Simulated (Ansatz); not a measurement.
Gas-phase electronic energies from Ansatz, PBE0-D4/def2-TZVP geometries. CCSD(T)/CBS is the MP2 limit (def2-TZVPP, def2-QZVPP) plus CCSD(T) − MP2 in def2-TZVPP, frozen cores. This one scheme is used for every species. Functionals use def2-TZVPP. For Br outer-core shells are correlated without core-valence functions, which leaves a few kJ/mol of doubt a bond. Scalar relativity is left out up to krypton. Each species was taken in one conformer, which may not be the lowest.

Reaction (ligand exchange at the Si–Cl bond): `N[SiH](Cl)Cl` + HBr → `N[SiH](Cl)Br` + HCl

Task: Is it downhill or uphill in electronic energy at CCSD(T)/CBS, and by how much? (Estimate.)

Result: Ansatz gave: Uphill: ΔE = +3.6 kJ/mol.

Task: What do these levels give: BHLYP-D4, CAM-B3LYP-D4, ωB97M-V, PBE0, RPA@PBE/def2-TZVPP, CCSD/CBS(def2)? (Best estimate.)

Result: Ansatz gave: BHLYP-D4 5.9, CAM-B3LYP-D4 8.3, ωB97M-V 6.7, PBE0 5.1, RPA@PBE/def2-TZVPP 6.2, CCSD/CBS(def2) 3.8 kJ/mol.

Largest T1 diagnostic among the species: 0.009.

Leaving LDA and LC-ωPBE aside and taking each functional with its dispersion term where it has one, the values, not all of them listed here, spread over 5.7 kJ/mol, from HSE06-D4 to B97M-V. At CCSD(T), def2-SVP lies +5.4 kJ/mol from the extrapolated value and def2-TZVPP +2.2 kJ/mol.
